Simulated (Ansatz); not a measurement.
```yaml
crystal:
  periodic: [false, false, false]
  atoms:
    - {symbol: As, position_ang: [-1.642137, 0.949490, -1.592877]}
    - {symbol: Al, position_ang: [-0.201564, -0.651082, 1.958044]}
    - {symbol: Al, position_ang: [-1.276719, -1.130874, -0.361729]}
    - {symbol: Al, position_ang: [0.844973, 0.313715, -1.422924]}
    - {symbol: Al, position_ang: [-0.671272, 1.502827, 0.577614]}
    - {symbol: Al, position_ang: [1.791243, 0.892312, 0.919005]}
    - {symbol: Al, position_ang: [1.155476, -1.876388, -0.077133]}
basis:
  gaussian: {orbitals: def2-TZVP, initial_orbitals: start.molden}
magnetization: {spin_polarized: true, initial_magnetization: 1}
hamiltonian: {xc: {name: CAM-B3LYP}, dispersion: d4}
scf: {omitted_lower_state_checks: [starts]}
output: {orbitals: {seedname: orbitals}}
```

The file start.molden holds the orbitals of an earlier run on this structure, at another level or in another basis.

```sh
$ ansatz run in.yaml --threads 4 --pin off --events-out ev --progress --plain --max-ram 4787MiB
```

Task: Does this run fit into the memory that it is given?

Result: No. It has 270 basis functions, and Ansatz plans for 4.87 GiB where 4.67 GiB are given.
